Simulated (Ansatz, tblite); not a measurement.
Cost and result up the ladder for Na2Li3⁺ (5 atoms). Charge 1, multiplicity 1. Geometry: B3LYP/def2-TZVP.

```tsv
atom	x (Å)	y (Å)	z (Å)
Li1	-0.984	-1.020	0.747
Li2	-0.571	0.983	-1.119
Li3	1.552	0.032	0.374
Na4	-0.550	2.048	2.104
Na5	0.554	-2.043	-2.106
```

Ansatz on 4 threads of Arm Neoverse V2 on a shared host; xTB runs through tblite on one thread. Times are rough, summed over both states, and most runs start from the orbitals of an earlier one. ωB97M-V/def2-TZVP serves as the yardstick here, not as an exact answer. The other state is a triplet at its own geometry, which has other bonds, so the gap mixes isomer and spin.

The xTB rows come from tblite. HSE06 is defined as in plane-wave codes, on full-range PBE exchange. Correlated methods freeze 2 core orbitals; core or outer-core shells of Li, Na are correlated, in sets that lack core-valence functions. At PBE0/def2-TZVP a singlet of charge 1 lies 0.36 eV below the triplet, each at its own geometry. The structure comes from a short search, and lower isomers may exist.

Run but left out: HF/def2-TZVP, HF/def2-TZVPP, r2SCAN/def2-TZVP (singlet: restricted singlet, unstable towards broken spin symmetry); MP2/def2-TZVP, MP2/def2-TZVPP (triplet: ⟨S²⟩ 2.16 to 2.21, where a pure state has 2.00).

Correlated methods converge slowly with the basis.

xTB has no spin-polarisation term.

```json
{"level": "GFN1-xTB", "functions": "20", "wall time": "0.004 s", "triplet − singlet (eV)": "0.80", "difference from ωB97M-V/def2-TZVP (eV)": "0.19", "remarks": "–"}
{"level": "GFN2-xTB", "functions": "20", "wall time": "0.004 s", "triplet − singlet (eV)": "0.54", "difference from ωB97M-V/def2-TZVP (eV)": "-0.07", "remarks": "–"}
{"level": "PBE/def2-TZVP", "functions": "106", "wall time": "2.2 s", "triplet − singlet (eV)": "0.39", "difference from ωB97M-V/def2-TZVP (eV)": "-0.22", "remarks": "–"}
{"level": "HSE06/def2-TZVP", "functions": "106", "wall time": "2.9 s", "triplet − singlet (eV)": "0.36", "difference from ωB97M-V/def2-TZVP (eV)": "-0.25", "remarks": "–"}
{"level": "CAM-B3LYP/def2-TZVP", "functions": "106", "wall time": "3 s", "triplet − singlet (eV)": "0.54", "difference from ωB97M-V/def2-TZVP (eV)": "-0.07", "remarks": "–"}
{"level": "RPA@PBE/def2-TZVP", "functions": "106", "wall time": "3.4 s", "triplet − singlet (eV)": "0.39", "difference from ωB97M-V/def2-TZVP (eV)": "-0.21", "remarks": "–"}
{"level": "PBE0/def2-TZVP", "functions": "106", "wall time": "4.7 s", "triplet − singlet (eV)": "0.36", "difference from ωB97M-V/def2-TZVP (eV)": "-0.25", "remarks": "–"}
{"level": "r2SCANh/def2-TZVP", "functions": "106", "wall time": "5.2 s", "triplet − singlet (eV)": "0.18", "difference from ωB97M-V/def2-TZVP (eV)": "-0.43", "remarks": "–"}
{"level": "ωB97M-V/def2-TZVP", "functions": "106", "wall time": "9.4 s", "triplet − singlet (eV)": "0.61", "difference from ωB97M-V/def2-TZVP (eV)": "0.00", "remarks": "–"}
{"level": "CCSD(T)/def2-TZVPP", "functions": "121", "wall time": "40 s", "triplet − singlet (eV)": "0.46", "difference from ωB97M-V/def2-TZVP (eV)": "-0.15", "remarks": "restricted SCF unstable (singlet), spin-contaminated (⟨S²⟩ 2.21) (triplet)"}
```
